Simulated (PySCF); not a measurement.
# C4H12Si

C4H12Si is a small molecule, neutral, singlet. The structure, one conformer, was relaxed in the gas phase by PBE0-D3(BJ)/def2-SVP. No frequency run checks that it is a minimum.

SMILES: C[Si](C)(C)C

```xyz
17

C    -0.630   -1.631   -0.703
Si   -0.002    0.000    0.001
C     1.881   -0.033    0.072
C    -0.561    1.422   -1.101
C    -0.693    0.241    1.737
H    -1.731   -1.646   -0.753
H    -0.245   -1.800   -1.722
H    -0.311   -2.481   -0.079
H     2.281    0.909    0.479
H     2.241   -0.855    0.711
H     2.312   -0.174   -0.932
H    -1.659    1.470   -1.170
H    -0.207    2.389   -0.708
H    -0.165    1.311   -2.123
H    -0.384   -0.578    2.406
H    -0.339    1.186    2.178
H    -1.795    0.267    1.727
```
(Å; atoms numbered from 1)

Shieldings: GIAO PBE0/pcSseg-1. Shifts are against computed references at the same level: C TMS (σ 184.4 ppm), H TMS (σ 31.27 ppm), Si TMS (σ 352.0 ppm). Core levels by delta-SCF with SCAN, pcX-2 on the ionised atom and pcseg-1 elsewhere, spin-free X2C (2p3/2 is the spin-free 2p value less a third of a first-order spin-orbit splitting); from the vacuum level, for chosen atoms.

**Question.** Give the NMR and core-level values of the distinct atoms.

**Answer.** 
| atoms | bonded to | σ (ppm) | δ (ppm) | core level (eV) |
| --- | --- | --- | --- | --- |
| C1 C3 C4 C5 | 1 Si + 3 H | 184.4 | 0.0 | 1s 289.80 |
| Si2 | 4 C | 352.1 | -0.1 | 2p3/2 105.72 |
| H6 H7 H8 | 1 C | 31.27 | 0.00 | - |
| H9 H10 H11 | 1 C | 31.27 | 0.00 | - |
| H12 H13 H14 | 1 C | 31.27 | 0.00 | - |
| H15 H16 H17 | 1 C | 31.27 | 0.00 | - |

Values are those of this one static structure, with the three H of a rotating XH3 group averaged; atoms that internal rotation interchanges would show their mean in an NMR spectrum.

**Question.** By CAM-B3LYP/def2-SVPD (TDDFT singlets, Tamm-Dancoff triplets, ionisation by delta-SCF), where does absorption start, and what does vertical ionisation take?

**Answer.** The lowest singlet lies at 7.99 eV (f 0.081), the strongest of the first 6 at 7.99 eV (f 0.082), the lowest triplet at 7.80 eV; vertical ionisation takes 10.43 eV.
